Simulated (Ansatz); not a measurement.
input.yaml

```yaml
crystal:
  periodic: [false, false, false]
  atoms:
    - { symbol: B, position_ang: [0.623714, -2.14738, 1.381555] }
    - { symbol: C, position_ang: [0.500797, -1.028951, 0.352669] }
    - { symbol: Si, position_ang: [-0.02583, 0.458266, -0.413382] }
    - { symbol: Br, position_ang: [-2.092308, 0.75581, -1.149799] }
    - { symbol: H, position_ang: [0.866738, 1.252812, -1.25719] }
    - { symbol: H, position_ang: [0.1269, 0.709443, 1.086168] }
basis:
  gaussian: { orbitals: def2-SVP }
hamiltonian:
  xc: hf
md:
  timestep: 0.5
  n_steps: 200
  ensemble: nve
  temperature: 100.0
  initial_velocities: maxwell_boltzmann
  seed: 9722
```

Command:

```bash
$ ansatz run input.yaml --threads 1 --pin off --max-ram 2048MiB --backend cpu --events-out ev --progress --plain --runs-dir out
```

Hardware: 1 thread of Arm Neoverse V1 (shared host).

Task: Roughly how long does this run take, and how much memory?

Result: 6.2 min, with a peak of 0.18 GiB, for 201 ionic steps.
